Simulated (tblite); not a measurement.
Parent: `[CH3:1][CH2:2]/[C:3](=[CH:4]/[F:5])[S:6][CH3:7]` with C1–C2–C3–C4 -99°, C2–C3–S6–C7 -168°, C5H9FS.

Computed geometry: GFN2-xTB, gas phase. One conformer each, not checked by frequencies here.

```tsv
coordinate of the parent	value
C1–C2	1.529 Å
C2–C3	1.504 Å
C3=C4	1.327 Å
C4–F5	1.351 Å
C3–S6	1.764 Å
S6–C7	1.815 Å
C1–C2–C3	110.8°
C2–C3–C4	119.9°
C2–C3–S6	111.7°
C4–C3–S6	128.4°
C3–C4–F5	125.8°
C3–S6–C7	105.5°
```

Task: How does the shared frame change in `[CH3:1][S:2]/[C:3](=[CH:4]\[F:5])[C@@H:6]([CH3:7])[OH:8]` with C1–S2–C3–C4 21°, S2–C3–C6–C7 -60°, C3–C6–O8–H -63°, C5H9FOS? Atoms pair as C1 = C7, C2 = C6, C3 = C3, C4 = C4, F5 = F5, S6 = S2, C7 = C1 (parent first).

Result: 
```csv
parent,relative,value in the relative,change
C1–C2,C7–C6,1.530 Å,+0.001
C2–C3,C6–C3,1.519 Å,+0.015
C3=C4,C3=C4,1.327 Å,0.000
C4–F5,C4–F5,1.348 Å,-0.003
C3–S6,C3–S2,1.768 Å,+0.004
S6–C7,S2–C1,1.814 Å,-0.001
C1–C2–C3,C7–C6–C3,110.6°,-0.2
C2–C3–C4,C6–C3–C4,119.8°,-0.1
C2–C3–S6,C6–C3–S2,112.9°,+1.2
C4–C3–S6,C4–C3–S2,127.3°,-1.1
C3–C4–F5,C3–C4–F5,125.3°,-0.5
C3–S6–C7,C3–S2–C1,104.4°,-1.1
```

Of the parent's bonds, C2–C3 changes most (+0.015 Å). Bonds of the relative outside the shared frame: C6–O8 1.405 Å. Point group C1 → C1.

Task: How does the shared frame change in `[CH3:1][S:2]/[C:3](=[CH:4]\[F:5])[C@@H:6]([CH3:7])[C:8]([CH3:9])=[S:10]` with C1–S2–C3–C4 -2°, S2–C3–C6–C7 120°, C3–C6–C8–C9 78°, C7H11FS2? Atoms pair as C1 = C7, C2 = C6, C3 = C3, C4 = C4, F5 = F5, S6 = S2, C7 = C1 (parent first).

Result: 
| parent | relative | value in the relative | change |
| --- | --- | --- | --- |
| C1–C2 | C7–C6 | 1.526 Å | -0.003 |
| C2–C3 | C6–C3 | 1.520 Å | +0.016 |
| C3=C4 | C3=C4 | 1.328 Å | +0.001 |
| C4–F5 | C4–F5 | 1.347 Å | -0.004 |
| C3–S6 | C3–S2 | 1.762 Å | -0.002 |
| S6–C7 | S2–C1 | 1.813 Å | -0.002 |
| C1–C2–C3 | C7–C6–C3 | 111.7° | +0.9 |
| C2–C3–C4 | C6–C3–C4 | 119.6° | -0.3 |
| C2–C3–S6 | C6–C3–S2 | 111.4° | -0.3 |
| C4–C3–S6 | C4–C3–S2 | 129.0° | +0.6 |
| C3–C4–F5 | C3–C4–F5 | 125.2° | -0.6 |
| C3–S6–C7 | C3–S2–C1 | 106.0° | +0.5 |

Of the parent's bonds, C2–C3 changes most (+0.016 Å). Bonds of the relative outside the shared frame: C6–C8 1.507, C8–C9 1.487, C8=S10 1.622 Å. Point group C1 → C1.

Task: How does the shared frame change in `[CH3:1][S:2]/[C:3](=[CH:4]/[F:5])[C@@H:6]([CH3:7])[C:8]#[N:9]` with C1–S2–C3–C4 -3°, S2–C3–C6–C7 115°, C6H8FNS? Atoms pair as C1 = C7, C2 = C6, C3 = C3, C4 = C4, F5 = F5, S6 = S2, C7 = C1 (parent first).

Result: 
```csv
parent,relative,value in the relative,change
C1–C2,C7–C6,1.534 Å,+0.005
C2–C3,C6–C3,1.514 Å,+0.010
C3=C4,C3=C4,1.329 Å,+0.002
C4–F5,C4–F5,1.347 Å,-0.004
C3–S6,C3–S2,1.758 Å,-0.006
S6–C7,S2–C1,1.811 Å,-0.004
C1–C2–C3,C7–C6–C3,112.1°,+1.3
C2–C3–C4,C6–C3–C4,123.5°,+3.6
C2–C3–S6,C6–C3–S2,112.7°,+1.0
C4–C3–S6,C4–C3–S2,123.8°,-4.6
C3–C4–F5,C3–C4–F5,121.5°,-4.3
C3–S6–C7,C3–S2–C1,104.4°,-1.1
```

Of the parent's bonds, C2–C3 changes most (+0.010 Å). Bonds of the relative outside the shared frame: C6–C8 1.448, C8≡N9 1.142 Å. Point group C1 → C1.

Task: How does the shared frame change in `[CH:1]#[C:2][C@H:3]([CH3:4])/[C:5](=[CH:6]\[F:7])[S:8][CH3:9]` with C2–C3–C5–C6 -119°, C3–C5–S8–C9 -172°, C7H9FS? Atoms pair as C1 = C4, C2 = C3, C3 = C5, C4 = C6, F5 = F7, S6 = S8, C7 = C9 (parent first).

Result: 
```json
{"parent": "C1–C2", "relative": "C4–C3", "value in the relative": "1.533 Å", "change": "+0.004"}
{"parent": "C2–C3", "relative": "C3–C5", "value in the relative": "1.512 Å", "change": "+0.008"}
{"parent": "C3=C4", "relative": "C5=C6", "value in the relative": "1.328 Å", "change": "+0.001"}
{"parent": "C4–F5", "relative": "C6–F7", "value in the relative": "1.353 Å", "change": "+0.002"}
{"parent": "C3–S6", "relative": "C5–S8", "value in the relative": "1.761 Å", "change": "-0.003"}
{"parent": "S6–C7", "relative": "S8–C9", "value in the relative": "1.813 Å", "change": "-0.002"}
{"parent": "C1–C2–C3", "relative": "C4–C3–C5", "value in the relative": "111.3°", "change": "+0.5"}
{"parent": "C2–C3–C4", "relative": "C3–C5–C6", "value in the relative": "122.7°", "change": "+2.8"}
{"parent": "C2–C3–S6", "relative": "C3–C5–S8", "value in the relative": "114.4°", "change": "+2.7"}
{"parent": "C4–C3–S6", "relative": "C6–C5–S8", "value in the relative": "122.9°", "change": "-5.5"}
{"parent": "C3–C4–F5", "relative": "C5–C6–F7", "value in the relative": "121.2°", "change": "-4.6"}
{"parent": "C3–S6–C7", "relative": "C5–S8–C9", "value in the relative": "103.8°", "change": "-1.7"}
```

Of the parent's bonds, C2–C3 changes most (+0.008 Å). Bonds of the relative outside the shared frame: C1≡C2 1.196, C2–C3 1.454 Å. Point group C1 → C1.

Task: How does the shared frame change in `[CH3:1][S:2]/[C:3](=[CH:4]/[F:5])[C@H:6]([CH3:7])[CH:8]([F:9])[F:10]` with C1–S2–C3–C4 134°, S2–C3–C6–C7 -112°, C3–C6–C8–F9 -56°, C6H9F3S? Atoms pair as C1 = C7, C2 = C6, C3 = C3, C4 = C4, F5 = F5, S6 = S2, C7 = C1 (parent first).

Result: 
```tsv
parent	relative	value in the relative	change
C1–C2	C7–C6	1.531 Å	+0.002
C2–C3	C6–C3	1.507 Å	+0.003
C3=C4	C3=C4	1.328 Å	+0.001
C4–F5	C4–F5	1.346 Å	-0.005
C3–S6	C3–S2	1.771 Å	+0.007
S6–C7	S2–C1	1.824 Å	+0.009
C1–C2–C3	C7–C6–C3	111.5°	+0.7
C2–C3–C4	C6–C3–C4	124.7°	+4.8
C2–C3–S6	C6–C3–S2	119.1°	+7.4
C4–C3–S6	C4–C3–S2	116.1°	-12.3
C3–C4–F5	C3–C4–F5	122.6°	-3.2
C3–S6–C7	C3–S2–C1	101.7°	-3.8
```

Of the parent's bonds, S6–C7 changes most (+0.009 Å). Bonds of the relative outside the shared frame: C6–C8 1.530, C8–F9 1.359, C8–F10 1.354 Å. Point group C1 → C1.
